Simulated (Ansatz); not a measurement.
`F[Si]1([SiH3])[O][GeH2]1` + `[NH2][In]([OH])[SH]` → `[NH2][In]([SH])[O][SiH3]` + `F[SiH]1[O][GeH2]1`  (cleavage of the Si–Si bond)

Program: Ansatz. Geometries: PBE0-D4/def2-TZVP. ΔE: electronic, gas phase. CCSD(T)/CBS adds triple-zeta CCSD(T) − MP2 to the extrapolated MP2 energy (def2 sets, frozen cores). DFT in def2-TZVPP. def2 core potentials past Kr. For Ge, In outer-core shells are correlated without core-valence functions, which leaves a few kJ/mol of doubt a bond. Scalar relativity is left out up to krypton. Each species was taken in one conformer, which may not be the lowest.

```
          level  ΔE (kJ/mol)
      r2SCAN-D4        -94.8
CCSD/def2-TZVPP       -109.7
```

Q: What does CCSD(T)/CBS give? (An estimate is asked.)

A: The calculation gave: -103.8 kJ/mol. The listed levels differ from it by 9.0, -5.9 kJ/mol.

Largest T1 diagnostic among the species: 0.015.

From PBE to PBE0 (25 % exact exchange), in def2-TZVPP and without D4, ΔE moves by −12.4 kJ/mol. In def2-TZVPP, CCSD(T) changes the Hartree–Fock value by +27.0 kJ/mol (the triples alone add +4.2 kJ/mol) and MP2 by +19.8 kJ/mol.
